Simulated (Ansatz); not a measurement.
Reaction (SMILES): [Si]Cl (Si-Cl) → Cl atom + Si atom
B3LYP-D3(BJ)/def2-TZVP geometries, fixed; electronic energies without zero-point terms.

Basis-set convergence of the atomisation energy at PBE0 with Ansatz (a quantum-chemistry and plane-wave program). Cartesian d functions, on some or all atoms, in 6-311G**, 6-311+G**; all else is spherical. The program fits the integrals of some runs and decomposes those of others, by size. Open shells are unrestricted. No added dispersion term, no relativity. Functions are those of the species that has most. Reference: the value in aug-cc-pV(5+d)Z, 102.89 kcal/mol, itself unsure by roughly 0.04 kcal/mol (its mean distance from pcseg-4, aug-pcseg-3, aug-cc-pV(Q+d)Z). Deviations are taken from unrounded values.

| basis | functions | atomisation energy (kcal/mol) |
|---|---|---|
| def2-SVP | 36 | 100.13 |
| def2-SVPD | 51 | 100.60 |
| pcseg-1 | 36 | 97.67 |
| aug-pcseg-1 | 54 | 99.60 |
| cc-pV(D+d)Z | 46 | 100.02 |
| aug-cc-pV(D+d)Z | 64 | 100.94 |
| 6-311G** | 54 | 97.04 |
| 6-311+G** | 62 | 97.51 |
| pcseg-2 | 68 | 100.97 |
| aug-pcseg-2 | 100 | 102.49 |
| def2-TZVP | 74 | 102.61 |
| def2-TZVPD | 89 | 102.72 |
| cc-pV(T+d)Z | 78 | 102.67 |
| aug-cc-pV(T+d)Z | 110 | 102.70 |
| def2-TZVPP | 84 | 102.65 |
| def2-TZVPPD | 99 | 102.75 |
| cc-pV(Q+d)Z | 128 | 102.82 |
| aug-cc-pV(Q+d)Z | 178 | 102.87 |
| pcseg-3 | 128 | 102.77 |
| aug-pcseg-3 | 178 | 102.82 |
| def2-QZVPP | 140 | 102.78 |
| def2-QZVPPD | 155 | 102.80 |
| cc-pV(5+d)Z | 200 | 102.87 |
| aug-cc-pV(5+d)Z | 272 | 102.89 |

What the diffuse functions change, pair by pair:
- def2-SVP to def2-SVPD: 15 more functions, deviation -2.76 to -2.29 kcal/mol
- pcseg-1 to aug-pcseg-1: 18 more functions, deviation -5.22 to -3.29 kcal/mol
- cc-pV(D+d)Z to aug-cc-pV(D+d)Z: 18 more functions, deviation -2.87 to -1.95 kcal/mol
- 6-311G** to 6-311+G**: 8 more functions, deviation -5.86 to -5.39 kcal/mol
- pcseg-2 to aug-pcseg-2: 32 more functions, deviation -1.93 to -0.41 kcal/mol
- def2-TZVP to def2-TZVPD: 15 more functions, deviation -0.28 to -0.17 kcal/mol
- cc-pV(T+d)Z to aug-cc-pV(T+d)Z: 32 more functions, deviation -0.23 to -0.19 kcal/mol
- def2-TZVPP to def2-TZVPPD: 15 more functions, deviation -0.24 to -0.14 kcal/mol
- cc-pV(Q+d)Z to aug-cc-pV(Q+d)Z: 50 more functions, deviation -0.08 to -0.03 kcal/mol
- pcseg-3 to aug-pcseg-3: 50 more functions, deviation -0.13 to -0.07 kcal/mol
- def2-QZVPP to def2-QZVPPD: 15 more functions, deviation -0.11 to -0.10 kcal/mol
- cc-pV(5+d)Z to aug-cc-pV(5+d)Z: 72 more functions, deviation -0.03 to 0.00 kcal/mol

Leaving out the reference's own pair, they bring the value nearer the reference by more than 0.04 kcal/mol in 9 of 11 pairs.
